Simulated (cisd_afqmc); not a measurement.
Input (AFQMC/CISD/def2-SVP; cisd_afqmc is a phaseless AFQMC code with CISD trial states that reads the integrals written by Ansatz):

Ansatz 0.2 input:
```python
import cisd_afqmc

open("ham.yaml", "w").write("""\
crystal:
  periodic: [false, false, false]
  atoms:
    - {symbol: Sn, position_ang: [-0.00000000, -0.00000000, -1.34613094]}
    - {symbol: I, position_ang: [0.00000000, 0.00000000, 1.26993485]}
basis:
  gaussian:
    orbitals: def2-SVP
total_charge: 1
magnetization: {spin_polarized: false}
correlation: {method: ccsd, electrons: outside_noble_gas, hamiltonian_folder: ham}
""")
rep = cisd_afqmc.ansatz("ham.yaml")
e_ccsd = rep["correlation"]["coupled_cluster"]["energy"]["hartree"]
out = cisd_afqmc.run("ham", e_ccsd, trial="CISD", walkers=200, populations=8, threads=8, dt=0.005, steps=40, early=36, settle=10, least=32,
    cut=5e-5, rank_cut=2e-4, target=0.0004, seconds=1500, seed=1, memory=17280, gpu=False)
```

Output:

```
orbitals 34, occupied [5], factors 186 of 678, rank of the doubles 67 of 145
E(HF) = -509.806594
E(CCSD) on the cut factors = -509.970052, shift to the whole factors 0.000000
Energy of the trial state on the determinant = -509.970025
  tau behind 10.8 of longer steps, mean of the populations' last blocks
   2.0  -509.97754
   4.0  -509.97756
   6.0  -509.97746
   8.0  -509.97758
blocks 317 (0 outliers left out), error by blocks joined: 1: 0.00011, 2: 0.00015, 4: 0.00018, 8: 0.00022, 16: 0.00024
E(AFQMC/CISD) = -509.97751 +/- 0.00024
```

 The CCSD(T) runs of this state have a T1 diagnostic of up to 0.028.
